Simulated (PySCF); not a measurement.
# Vertical excitation energies

C₆H₇NO.
Atom-mapped SMILES: `[CH:1]#[C:2][C@H:3]([C:4]#[N:5])[CH2:6][O:7][CH3:8]` (hydrogens: H9 on C1; H10 on C3; H11, H12 on C6; H13, H14, H15 on C8)

Method: TDDFT PBE0/def2-SVPD, vertical, gas phase, core orbitals frozen in the response (PySCF). Geometry: GFN2-xTB, one conformer, isolated molecule. Torsions of this conformer, `[CH:1]#[C:2][C@H:3]([C:4]#[N:5])[CH2:6][O:7][CH3:8]`: C2–C3–C6–O7 -169°, C3–C6–O7–C8 -176°.

```json
{"state": "S1", "E (eV)": "6.69", "E (kJ/mol)": "645", "λ (nm)": "185.5", "f": "0.0009", "main configurations (H = HOMO, L = LUMO)": "H-1→L (50%), H-1→L+1 (15%), H-2→L+2 (11%)"}
{"state": "S2", "E (eV)": "6.96", "E (kJ/mol)": "672", "λ (nm)": "178.1", "f": "0.0042", "main configurations (H = HOMO, L = LUMO)": "H-2→L (35%), H-1→L+1 (26%), H-1→L+2 (11%)"}
{"state": "S3", "E (eV)": "6.99", "E (kJ/mol)": "674", "λ (nm)": "177.4", "f": "0.0020", "main configurations (H = HOMO, L = LUMO)": "H-2→L+1 (42%), H-2→L+2 (22%), H-1→L (17%)"}
{"state": "S4", "E (eV)": "7.08", "E (kJ/mol)": "683", "λ (nm)": "175.2", "f": "0.0077", "main configurations (H = HOMO, L = LUMO)": "H→L (66%), H→L+1 (13%)"}
{"state": "S5", "E (eV)": "7.35", "E (kJ/mol)": "709", "λ (nm)": "168.7", "f": "0.020", "main configurations (H = HOMO, L = LUMO)": "H→L+1 (70%), H→L (18%)"}
{"state": "S6", "E (eV)": "7.55", "E (kJ/mol)": "728", "λ (nm)": "164.2", "f": "0.012", "main configurations (H = HOMO, L = LUMO)": "H→L+2 (76%), H→L+1 (10%)"}
```

Triplets, Tamm–Dancoff:

| state | E (eV) | λ (nm) | main configurations (H = HOMO, L = LUMO) |
| --- | --- | --- | --- |
| T1 | 5.40 | 229.4 | H-2→L (28%), H-1→L+2 (22%), H-2→L+1 (13%) |
| T2 | 5.94 | 208.7 | H-1→L+2 (26%), H-2→L (22%), H-2→L+1 (15%) |

The lowest singlet comes at 185 nm (645 kJ/mol) in the vacuum ultraviolet; it is very weak; its leading configuration is HOMO-1→LUMO (50%). The most intense listed level is S5 at 7.35 eV (169 nm, f = 0.020), 0.66 eV above S1. Löwdin shares by element: HOMO oxygen 60%, carbon 19% or more, hydrogen 5% or more (atoms not listed hold the other 16%); LUMO carbon 51% or more, nitrogen 14% (atoms not listed hold the other 35%). Of the 6 states listed, 2 reach f = 0.01 and none stays under 0.0005. Weighted by f, the mean energy of these states is 7.29 eV. The oscillator strengths of these states sum to 0.047; summed over the whole spectrum of an exact calculation they would give the number of electrons, 58 (Thomas–Reiche–Kuhn). The window holds the lowest 6 singlets.
